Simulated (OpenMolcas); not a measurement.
## What dynamic correlation does to the levels of Mo

| Item | Value |
| --- | --- |
| Program | OpenMolcas |
| Basis | ANO-RCC-VDZP [6s5p3d1f] |
| Scalar Hamiltonian | DKH2, point nucleus |
| Active space | 6 electrons in 9 orbitals (RAS2 4d 5s; RAS3 5p, at most 2 electrons) |
| State averaging | 2S+1 = 7 even, 1 root; 2S+1 = 5 even, 30 roots kept (CI in the orbitals of an earlier block); 2S+1 = 3 even, 72 roots kept (CI in the orbitals of an earlier block); 2S+1 = 1 even, 23 roots kept (CI in the orbitals of an earlier block); 2S+1 = 7 odd, 18 roots; 2S+1 = 5 odd, 13 roots kept (CI in the orbitals of an earlier block); 2S+1 = 3 odd, 3 roots kept (CI in the orbitals of an earlier block, 0 in the spin-orbit step) |
| Spin-orbit coupling | state interaction with AMFI integrals over the reference wave functions, term energies averaged over their components |

Methods on the same reference wave functions:
A. RASSCF
B. SS-RASPT2, IPEA 0.25 Eh, imaginary shift 0.1 Eh (closed shells correlated: 4s 4p)
C. MS-RASPT2, IPEA 0.25 Eh, imaginary shift 0.1 Eh (closed shells correlated: 4s 4p)

Energies in cm-1 above 4d5 5s 7S3, the measured ground level; measured values from NIST Handbook of Basic Atomic Spectroscopic Data.

```tsv
Level	A	B	C	Measured
4d5 5s 7S3	0.0	0.0	0.0	0.0
4d5 5s 5S2	14291	12350	12360	10768
4d4 5s2 5D0	17702	12260	11810	10966
4d4 5s2 5D1	17842	12400	11970	
4d4 5s2 5D2	18098	12660	12260	
4d4 5s2 5D3	18445	13000	12670	
4d4 5s2 5D4	18874	13430	13160	
4d5 5s 5G2	22112	20340	20340	16641
4d5 5s 5G3	22150	20380	20380	
4d5 5s 5G4	22191	20420	20420	
4d5 5s 5G5	22226	20460	20460	
4d5 5s 5G6	22246	20480	20480	
4d4 5s 5p 7F* 0	24408	28740	28740	
4d5 5s 5P3	24443	21740	21740	
4d4 5s 5p 7F* 1	24516	28850	28850	
4d5 5s 5P2	24535	21860	21870	
4d5 5s 5P1	24629	22020	22030	
4d4 5s 5p 7F* 2	24734	29070	29070	
4d4 5s 5p 7F* 3	25062	29400	29400	
4d4 5s 5p 7F* 4	25500	29830	29830	
4d4 5s 5p 7P* 2	25524	28140	27200	
4d4 5s 5p 7P* 3	25833	28450	27520	
4d4 5s 5p 7F* 5	26052	30390	30390	
4d4 5s 5p 7P* 4	26287	28910	28040
```

Deviations, from unrounded energies. A percentage is the sum of absolute deviations over the sum of measured energies, with the sign that they share, or ± where signs differ.

```json
{"Against measurement": "mean absolute deviation (cm-1)", "Levels": "3", "A": "5200", "B": "2200", "C": "2000"}
{"Against measurement": "other terms of the ground configuration (%)", "Levels": "2", "A": "+32.8", "B": "+19.2", "C": "+19.3"}
{"Against measurement": "other configurations (%)", "Levels": "1", "A": "+61.4", "B": "+11.8", "C": "+7.7"}
```

C lies closest to measurement on these levels and A furthest from it. The largest miss of C in the table is 4d5 5s 5G2, by +3700 cm-1. The ranking rests on the paired levels alone, and a cruder setting can come out closer through cancelling errors.

Between B and C the level of the table that moves most is 4d4 5s 5p 7P* 2, by 940 cm-1 (lowest in C, highest in B). Moves below CASPT2's spread within the term are not significant.

The mean deviations of B to C differ by less than CASPT2's widest spread within a term (270 cm-1), so their order carries little weight.

From A to B the spin-free energies of the other terms of 4d5 5s shown, above 7S, scale by factors of 0.86 to 0.92.

The lowest spin-free term lies below A's lowest term by 0.291 hartree in B, 0.291 hartree in C.

Term energies are means over components that CASPT2 splits; among the terms shown or strongly mixed into the levels shown the widest spread is 270 cm-1 (4d5 5s 5G, C). Some high roots are left out of the spin-orbit mixing, which shifts the levels that they would mix with. Terms from blocks run as CI alone lack orbitals of their own. Configurations are named by rounded mean occupations; where the s occupation lies near a half they are strongly mixed, a name can repeat and a true partner stay unpaired. A single d shell beside an s shell can misplace configurations of different d count against each other. Without dynamic correlation excited terms often stand tens of per cent too high (terms of higher spin than the ground term too low), and those without a measured partner can miss by more than the paired ones (holds for A). Some terms miss by over 15 % even with CASPT2, which points to a basis or an active space too small for the shells correlated (holds for B; C). Blocks of more than 70 roots (2S+1 = 3 even) ran without multistate coupling (holds for C). Computed and measured levels are paired by configuration, term and J; levels that our copy of the source lacks, or whose pairing is in doubt (as where it misses far off the trend of its configuration), stay unpaired and out of the deviations. Levels of configurations outside the active space are missing. The table leaves out levels that lie high or whose names do not pair safely across all columns.

* marks odd parity.
